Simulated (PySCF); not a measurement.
A geometry optimisation, step by step.

GaH8NOSi.
SMILES with atom numbers: `[NH3+:1][GaH2-:2][O:3][SiH3:4]` (hydrogens: H5, H6, H7 on N1; H8, H9 on Ga2; H10, H11, H12 on Si4)

Method: PBE0-D3(BJ)/def2-SVP geometry optimisation, gas phase (PySCF 2.14.0); density fitting, grid level 1; the optimiser is geomeTRIC in internal coordinates, started from a GFN2-xTB structure with every atom displaced at random (about 0.01 Å). 8 of its 14 geometries are shown. The frame can shift and turn from step to step; on so coarse a grid that alone can change the energy by a few meV, and forces under 0.02 eV/Å are noise.

Step 0: E = -63898.7492 eV, largest atomic force 2.981 eV/Å
```
atom  x, y, z in Å  |  force x, y, z in eV/Å
N1     -1.844   -0.799   -0.067   -1.439   1.334  -0.843
Ga2    -0.853    1.144    0.124   -0.951   0.247   0.189
O3      0.735    0.415    0.030    2.287  -0.978  -0.123
Si4     2.317   -0.106   -0.028   -2.929   0.184   0.525
H5     -2.882   -0.849   -0.106    0.906   0.096   0.093
H6     -1.521   -1.348    0.691    0.480  -0.918   0.995
H7     -1.482   -1.166   -0.936    0.198  -0.308  -0.241
H8     -1.243    1.631    1.528   -0.260   0.072   0.632
H9     -1.280    1.890   -1.138   -0.311   0.264  -0.716
H10     2.201   -1.548   -0.326    0.451  -0.504  -0.121
H11     2.981    0.609   -1.075    0.952   0.489  -0.856
H12     2.912    0.099    1.292    0.614   0.022   0.466
```

Step 2: E = -63899.0657 eV, largest atomic force 0.268 eV/Å
```
atom  x, y, z in Å  |  force x, y, z in eV/Å
N1     -1.865   -0.750   -0.061    0.023   0.049   0.025
Ga2    -0.915    1.147    0.130    0.216  -0.072  -0.018
O3      0.726    0.333    0.021   -0.263   0.052   0.009
Si4     2.286   -0.111   -0.034    0.002   0.004   0.003
H5     -2.884   -0.761   -0.080   -0.004  -0.013  -0.003
H6     -1.547   -1.338    0.710   -0.018  -0.001  -0.017
H7     -1.519   -1.173   -0.923   -0.009  -0.015  -0.002
H8     -1.326    1.596    1.580    0.018  -0.029   0.016
H9     -1.366    1.881   -1.187    0.024  -0.022  -0.014
H10     2.405   -1.579   -0.345   -0.008   0.016  -0.003
H11     3.056    0.621   -1.094    0.010   0.009   0.012
H12     2.991    0.106    1.274    0.009   0.022  -0.008
```

Step 4: E = -63899.0710 eV, largest atomic force 0.134 eV/Å
```
atom  x, y, z in Å  |  force x, y, z in eV/Å
N1     -1.889   -0.747   -0.063   -0.006  -0.007  -0.017
Ga2    -0.895    1.124    0.128   -0.044   0.084   0.009
O3      0.722    0.303    0.019    0.045  -0.126  -0.008
Si4     2.294   -0.101   -0.032    0.029   0.038   0.006
H5     -2.909   -0.735   -0.081    0.002   0.009  -0.002
H6     -1.590   -1.345    0.708    0.001  -0.012   0.017
H7     -1.558   -1.184   -0.923   -0.004  -0.002  -0.003
H8     -1.296    1.566    1.584   -0.008   0.000   0.007
H9     -1.327    1.859   -1.195   -0.008   0.007  -0.007
H10     2.449   -1.564   -0.344   -0.004   0.004   0.001
H11     3.049    0.654   -1.086   -0.002   0.003  -0.001
H12     2.991    0.142    1.275   -0.001   0.003  -0.002
```

Step 6: E = -63899.0823 eV, largest atomic force 0.305 eV/Å
```
atom  x, y, z in Å  |  force x, y, z in eV/Å
N1     -2.018   -0.736   -0.079    0.047  -0.122   0.000
Ga2    -0.809    1.012    0.123   -0.241   0.138   0.006
O3      0.740    0.081    0.018    0.167  -0.255  -0.003
Si4     2.363   -0.062   -0.016   -0.027   0.105  -0.006
H5     -3.026   -0.580   -0.104    0.011   0.046   0.005
H6     -1.821   -1.372    0.696    0.012   0.042  -0.033
H7     -1.757   -1.224   -0.937    0.019   0.022   0.015
H8     -1.194    1.440    1.591   -0.001   0.057  -0.053
H9     -1.173    1.769   -1.213   -0.014   0.037   0.068
H10     2.743   -1.478   -0.323    0.025  -0.019   0.001
H11     2.996    0.815   -1.059   -0.004  -0.021  -0.019
H12     2.996    0.309    1.293    0.005  -0.029   0.019
```

Step 7: E = -63899.0881 eV, largest atomic force 0.199 eV/Å
```
atom  x, y, z in Å  |  force x, y, z in eV/Å
N1     -2.041   -0.734   -0.086    0.039  -0.095   0.008
Ga2    -0.788    0.980    0.122   -0.175   0.073  -0.001
O3      0.740    0.002    0.019    0.087  -0.179   0.001
Si4     2.371   -0.053   -0.011   -0.025   0.071  -0.008
H5     -3.042   -0.538   -0.114    0.010   0.029   0.004
H6     -1.870   -1.376    0.691    0.016   0.042  -0.035
H7     -1.796   -1.230   -0.944    0.025   0.021   0.014
H8     -1.167    1.415    1.591    0.004   0.056  -0.050
H9     -1.130    1.751   -1.211   -0.008   0.036   0.066
H10     2.823   -1.449   -0.314    0.027  -0.014   0.001
H11     2.960    0.853   -1.054   -0.004  -0.018  -0.015
H12     2.981    0.351    1.300    0.004  -0.023   0.015
```

Step 9: E = -63899.0988 eV, largest atomic force 0.107 eV/Å
```
atom  x, y, z in Å  |  force x, y, z in eV/Å
N1     -2.024   -0.739   -0.096   -0.037   0.052   0.010
Ga2    -0.789    0.972    0.128    0.077  -0.073  -0.009
O3      0.712   -0.079    0.025   -0.075   0.031   0.009
Si4     2.345   -0.058   -0.005   -0.001  -0.013  -0.002
H5     -3.024   -0.541   -0.135   -0.006  -0.037  -0.005
H6     -1.853   -1.376    0.682    0.015  -0.002  -0.002
H7     -1.758   -1.226   -0.952    0.024   0.003   0.000
H8     -1.155    1.442    1.585    0.002   0.008   0.002
H9     -1.109    1.777   -1.188    0.005   0.009  -0.001
H10     2.867   -1.433   -0.302   -0.005   0.006  -0.001
H11     2.890    0.864   -1.059    0.002   0.006   0.004
H12     2.939    0.369    1.306    0.000   0.010  -0.005
```

Step 11: E = -63899.1007 eV, largest atomic force 0.044 eV/Å
```
atom  x, y, z in Å  |  force x, y, z in eV/Å
N1     -2.011   -0.740   -0.098   -0.039   0.020  -0.006
Ga2    -0.794    0.976    0.132    0.003   0.034   0.003
O3      0.692   -0.089    0.031    0.019  -0.019   0.002
Si4     2.326   -0.061   -0.004    0.008   0.008   0.000
H5     -3.017   -0.582   -0.150    0.000  -0.017  -0.003
H6     -1.823   -1.373    0.679    0.007  -0.006   0.007
H7     -1.714   -1.216   -0.951    0.009  -0.002  -0.001
H8     -1.156    1.460    1.586   -0.001  -0.011   0.007
H9     -1.100    1.793   -1.180   -0.001  -0.007  -0.008
H10     2.853   -1.433   -0.299   -0.004  -0.002   0.000
H11     2.864    0.862   -1.060   -0.001   0.000   0.001
H12     2.921    0.374    1.304    0.000   0.002  -0.002
```

Step 13: E = -63899.1012 eV, largest atomic force 0.025 eV/Å
```
atom  x, y, z in Å  |  force x, y, z in eV/Å
N1     -2.013   -0.742   -0.101    0.006  -0.009  -0.001
Ga2    -0.794    0.976    0.134   -0.015   0.019  -0.001
O3      0.690   -0.094    0.036    0.009  -0.004   0.005
Si4     2.324   -0.055   -0.002   -0.005   0.000  -0.003
H5     -3.021   -0.601   -0.161    0.001   0.003  -0.001
H6     -1.820   -1.373    0.678   -0.002   0.003  -0.001
H7     -1.701   -1.216   -0.950    0.000  -0.001   0.001
H8     -1.160    1.456    1.589    0.003  -0.007   0.000
H9     -1.095    1.791   -1.180    0.002  -0.004   0.000
H10     2.857   -1.425   -0.297    0.003   0.001   0.001
H11     2.854    0.871   -1.060   -0.001   0.000  -0.001
H12     2.919    0.386    1.304    0.000   0.000   0.001
```

Question: Summarise the path.

Answer: The energy falls by 0.3519 eV from step 0 to step 13; nine tenths of that is first reached at step 3. It falls at every step. The largest force goes from 2.981 to 0.025 eV/Å. Among the bonds Ga2–O3 changes most, from 1.749 to 1.833 Å; the atoms move by 0.320 Å rms after alignment.

Question: Follow the three bonds and two angles with the largest change from start to end.

Answer: 
| step | E above end (eV) | largest force (eV/Å) | Ga2–O3 (Å) | N1–Ga2 (Å) | Si4–H11 (Å) | Ga2–O3–Si4 (°) | H11–Si4–H12 (°) |
| --- | --- | --- | --- | --- | --- | --- | --- |
| 0 | 0.3519 | 2.981 | 1.749 | 2.190 | 1.432 | 173.5 | 113.7 |
| 1 | 0.0615 | 0.962 | 1.864 | 2.147 | 1.500 | 170.0 | 108.6 |
| 2 | 0.0355 | 0.268 | 1.834 | 2.130 | 1.501 | 169.4 | 107.7 |
| 3 | 0.0316 | 0.086 | 1.820 | 2.126 | 1.501 | 168.4 | 107.4 |
| 4 | 0.0302 | 0.134 | 1.817 | 2.127 | 1.501 | 167.4 | 107.3 |
| 5 | 0.0249 | 0.256 | 1.812 | 2.132 | 1.501 | 162.1 | 106.9 |
| 6 | 0.0189 | 0.305 | 1.811 | 2.135 | 1.502 | 153.9 | 106.5 |
| 7 | 0.0130 | 0.199 | 1.817 | 2.134 | 1.502 | 149.3 | 106.5 |
| 8 | 0.0039 | 0.104 | 1.834 | 2.126 | 1.502 | 143.0 | 107.0 |
| 9 | 0.0024 | 0.107 | 1.835 | 2.121 | 1.502 | 144.2 | 107.2 |
| 10 | 0.0010 | 0.076 | 1.833 | 2.116 | 1.502 | 143.3 | 107.1 |
| 11 | 0.0004 | 0.044 | 1.831 | 2.116 | 1.502 | 143.4 | 107.0 |
| 12 | 0.0001 | 0.041 | 1.832 | 2.118 | 1.502 | 142.9 | 107.0 |
| 13 | 0.0000 | 0.025 | 1.833 | 2.119 | 1.502 | 142.8 | 107.0 |

The cost below is that of the whole optimisation. Hardware: one thread, Arm Neoverse V2 (aarch64), no GPU, on a shared host. Cost: 67 s wall, 0.50 GiB resident at most.
